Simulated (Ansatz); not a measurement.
CF2 (SMILES F[C]F), singlet, at a GFN2-xTB geometry; HF/6-31G* (Ansatz, a program for electronic structure).

Here is a job for Ansatz.
Ansatz 0.2 input:
```yaml
crystal:
  periodic: [false, false, false]
  atoms:
    - {symbol: F, position_ang: [-1.02933801, -0.22870680, 0.03405471]}
    - {symbol: C, position_ang: [-0.01684584, 0.58931167, 0.03468448]}
    - {symbol: F, position_ang: [1.04056857, -0.16416765, -0.05717770]}
basis:
  gaussian:
    orbitals: 6-31G*
hamiltonian:
  xc: hf
scf: {lower_state_search: full}
```

The log (banner, timings and long lists left out):

```
Functional definition: HF
396 factors; integrals over basis functions are off by at most 7.8e-4 eV
mean field evaluation 1: about -6438.2530 eV, gradient 2.8e1 eV
mean field evaluation 2: about -6438.2626 eV, gradient 2.8e1 eV
mean field evaluation 4: about -6439.8114 eV, gradient 2.6e0 eV
mean field evaluation 8: about -6439.8414 eV, gradient 2.1e-4 eV
mean field -6439.84137812 eV, -236.6598055648 hartree, gradient 1.0e-5 eV, S^2 0.000000; 0 other end points of the search recorded, 0 dependent functions left out
reference -6439.84137812 eV, -236.6598055648 hartree; 12, 12 occupied and 33, 33 virtual orbitals, 396 factors
Total energy: -6439.84137812 eV, -236.6598055648 hartree
```
